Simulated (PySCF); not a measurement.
One of the candidates below gave these computed data.

All candidates are C7H12.

* 13C NMR: chemical shifts (computed TMS as zero) by class: 26.4 (2 C), 23.5 (2 C), 13.0 (1 C), 11.2 (2 C) ppm [GIAO PBE0/pcSseg-1]
* UV, strongest line: among the 10 lowest singlet transitions: S10 at 9.18 eV (135 nm, f = 0.065) [TDDFT wB97X-D/def2-SVPD]
* Triplet: lowest triplet excitation (Tamm–Dancoff): 7.56 eV [TDA wB97X-D/def2-SVPD]
* Couplings: largest of the computed one-bond spin–spin couplings (means over like bonds): 13C–1H +167.7, 13C–1H +165.5 (×2), 13C–1H +164.2, 13C–1H +133.1 (×2), 13C–1H +132.3 (×2), 13C–1H +131.1 (×2), 13C–1H +131.1 (×2), 13C–13C +44.5 (×2) Hz [B3LYP/pcJ-1, spin–dipole term left out]
* Dipole: 0.17 D [wB97X-D/def2-SVPD]
* 1H NMR: chemical shifts (computed TMS as zero) by class: 1.75 (2 H), 1.53 (2 H), 1.10 (2 H), 0.98 (2 H), 0.69 (2 H), 0.59 (1 H), -0.10 (1 H) ppm [GIAO PBE0/pcSseg-1]
* Valence photoelectron: vertical ionisation energy: 9.54 eV [ΔSCF wB97X-D/def2-SVPD]
* Rotational structure: rotational constants A, B, C: 3.826, 2.991, 2.042 GHz [PBE0-D3(BJ)/def2-SVP]
* Polarisability: 76.9 au [wB97X-D/def2-SVPD]
* UV, first state: lowest singlet excitation: 7.68 eV (161 nm, f = 0.001) [TDDFT wB97X-D/def2-SVPD]

Gas-phase values; electronic properties from PySCF, density fitting. Levels stand in brackets. Isolated species at its PBE0-D3(BJ)/def2-SVP geometry (one conformer only). NMR classes are plain means over equivalent atoms (diastereotopic ones count apart unless rotation or inversion swaps them), as if these changed places fast.

**Question.** Which candidate is it?
A. `C=CC(=C)C(C)C`
B. `C1CC[C@H]2C[C@H]2C1`
C. `CC=C1CCCC1`
D. `C1C[C@H]2C[C@@H](C1)C2`

**Answer.** B. It is `C1CC[C@H]2C[C@H]2C1`. Numbering: `[CH2:1]1[CH2:2][CH2:3][C@H:4]2[CH2:5][C@H:6]2[CH2:7]1`. Its formula, C7H12, gives 2 degrees of unsaturation: 2 rings and 0 π bonds in the structure found. 7 carbons fall into 4 classes; from least to most shielded: ring CH2 carbon [C3/C7] (26.4 ppm, 2 C), ring CH2 carbon [C1/C2] (23.5 ppm, 2 C, up to 3.2 ppm apart in this geometry), three-membered-ring carbon [C5] (13.0 ppm), sp3 carbon at a ring junction [C4/C6] (11.2 ppm, 2 C, up to 2.1 ppm apart in this geometry). Hydrogen classes from least to most shielded: 2 H on 2 ring CH2 carbons, C3/C7 (1.75 ppm), 2 H on 2 ring CH2 carbons, C3/C7 (1.53 ppm, a mean of values up to 0.5 ppm apart in this geometry), 2 H on 2 ring CH2 carbons, C1/C2 (1.10 ppm), 2 H on 2 ring CH2 carbons, C1/C2 (0.98 ppm), 2 H on 2 like atoms (sp3 carbon at a ring junction), C4/C6 (0.69 ppm), 1 H on a three-membered-ring carbon, C5 (0.59 ppm), 1 H on a three-membered-ring carbon, C5 (-0.10 ppm). The couplings run between: +167.7 Hz, three-membered-ring carbon [C5] and its hydrogen; +165.5 Hz, sp3 carbon at a ring junction [C4] and its hydrogen (with 1 like pair); +164.2 Hz, three-membered-ring carbon [C5] and its hydrogen; +133.1 Hz, ring CH2 carbon [C3] and its hydrogen (with 1 like pair); +132.3 Hz, ring CH2 carbon [C1] and its hydrogen (with 1 like pair); +131.1 Hz, ring CH2 carbon [C1] and its hydrogen (with 1 like pair); +131.1 Hz, ring CH2 carbon [C3] and its hydrogen (with 1 like pair); +44.5 Hz, ring CH2 carbon [C3] and sp3 carbon at a ring junction [C4] (with 1 like pair). The first electron is taken from the HOMO, whose largest Löwdin shares are 0.26 on an sp3 carbon at a ring junction, 0.23 on an sp3 carbon at a ring junction, 0.10 on the three-membered-ring carbon and 0.09 on a ring CH2 carbon. The optimised geometry has point group C1 and is an asymmetric top.

The others, at the same levels:
- `C=CC(=C)C(C)C` fails: it has 6 carbon classes against 4; its computed 13C shifts are 160.9 (1 C), 147.8 (1 C), 122.5 (1 C), 119.3 (1 C), 29.2 (1 C), 23.6 (2 C) ppm, 1H shifts are 6.48 (1 H), 5.49 (1 H), 5.38 (1 H), 5.32 (1 H), 5.26 (1 H), 2.43 (1 H), 1.09 (6 H) ppm and lowest singlet excitation is 5.77 eV (215 nm, f = 0.535) (against 7.68 eV).
- `C1C[C@H]2C[C@@H](C1)C2` fails: its computed 13C shifts are 35.5 (2 C), 34.6 (2 C), 32.0 (2 C), 18.3 (1 C) ppm, 1H shifts are 2.08 (2 H), 1.93 (2 H), 1.68 (4 H), 1.66 (2 H), 1.29 (2 H) ppm and smallest rotational constant is 2.504 GHz (against 2.042 GHz).
- `CC=C1CCCC1` fails: its computed lowest singlet excitation is 6.60 eV (188 nm, f = 0.043) (against 7.68 eV), vertical ionisation energy is 8.44 eV (against 9.54 eV) and lowest triplet excitation (Tamm–Dancoff) is 4.15 eV (against 7.56 eV).

Each candidate is one conformer, not necessarily the lowest. The conformers computed, where there is a choice (atom-mapped SMILES and torsion angles):
- `[CH2:1]=[CH:2][C:3](=[CH2:4])[CH:5]([CH3:6])[CH3:7]`: C1–C2–C3–C4 -176°, C2–C3–C5–C6 -158°

The conformers of `C1CC[C@H]2C[C@H]2C1`, `C1C[C@H]2C[C@@H](C1)C2` and `CC=C1CCCC1` aren't listed.
